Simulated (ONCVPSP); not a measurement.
**Before and after: ONCV potential for Cd**

```json
{
 "Element": "Cd",
 "Generator": "ONCVPSP 4.0.1",
 "Type": "optimised norm-conserving Vanderbilt (ONCV)",
 "Functional": "revPBE",
 "Relativity": "scalar-relativistic",
 "Frozen core": "[Ar] 3d10 4s2",
 "Valence charge": "18",
 "Reference configuration": "4p6 4d10 5s2",
 "Partial waves": "5s: rc 2.50 bohr, ncon 4, nbas 8, qcut 2.1 1/bohr, 2 projectors, debl 1.5 Ha; 4p: rc 1.25 bohr, ncon 4, nbas 7, qcut 12.6 1/bohr, 2 projectors, debl 2.4 Ha; 4d: rc 1.30 bohr, ncon 5, nbas 8, qcut 7.2 1/bohr, 2 projectors, debl 0.6 Ha",
 "Local potential": "polynomial inside 0.80 bohr (lpopt 5, dvloc0 -1 Ha)",
 "Core correction": "none"
}
```

In the p channel the program set the typed energies aside and used -2.460, 0.250 Ha.

All-electron outer shells of the reference configuration (revPBE, scalar-relativistic, ld1.x):

```csv
shell,level (eV),outermost node (bohr),outermost maximum (bohr)
4s,-105.88,0.43,0.79
4p,-66.93,0.43,0.84
4d,-11.69,0.42,0.98
5s,-5.56,1.07,2.35
```

Change: s: qcut 2.3.

Cutoffs: the cutoffs (Ha) at which the residual kinetic energy of the hardest occupied pseudo-wave falls to 1 and 0.1 mHa per electron; they do not see the model core or the augmentation charge, which bear on the density cutoff. Errors are all-electron minus pseudo energies relative to the spin-unpolarised reference configuration.

Task: What does the change do?

Result: The potential gets neither clearly harder nor softer (90 Ha and 122 Ha → 90 Ha and 122 Ha); both files keep a bound ghost (d, s); of the 4 tests that both files solve, the error grows in 0 and shrinks in 2 by more than 15 % and 0.3 meV (median size 23.6 → 21.1 meV).

| quantity | base | changed |
| --- | --- | --- |
| cutoff, loose | 90 Ha | 90 Ha |
| cutoff, tight | 122 Ha | 122 Ha |
| loose cutoff by channel | s 15 Ha, p 48 Ha, d 90 Ha | s 12 Ha, p 48 Ha, d 90 Ha |
| bound ghosts | s, d | s, d |
| GHOST(+) flags under 300 eV | s at 45.7 eV | s at 45.5 eV |
| error for 4p6 4d10 5s1, meV [ΔE 9.15 eV] | -5.1 | -5.5 |
| error for 4p6 4d10 5s0, meV [ΔE 26.10 eV] | -32 | -33 |
| error for 4p6 4d9 5s0, meV [ΔE 64.03 eV] | -92 | -68 |
| error for 4p6 4d9 5s2 5p1, meV [ΔE 12.68 eV] | +15 | +9.5 |
| s: phases at 2.53 bohr within 0.05 rad from the reference energy up to (Ha; the scan ends near 5) | 1.6 | 1.6 |
| p: phases at 1.27 bohr within 0.05 rad from the reference energy up to (Ha; the scan ends near 5) | to the end of the scan | to the end of the scan |
| d: phases at 1.32 bohr within 0.05 rad from the reference energy up to (Ha; the scan ends near 5) | to the end of the scan | to the end of the scan |

 A true bound ghost makes a file unfit for plane-wave use even where its test errors are small: the radial tests pick states by their node count and pass the ghost by.
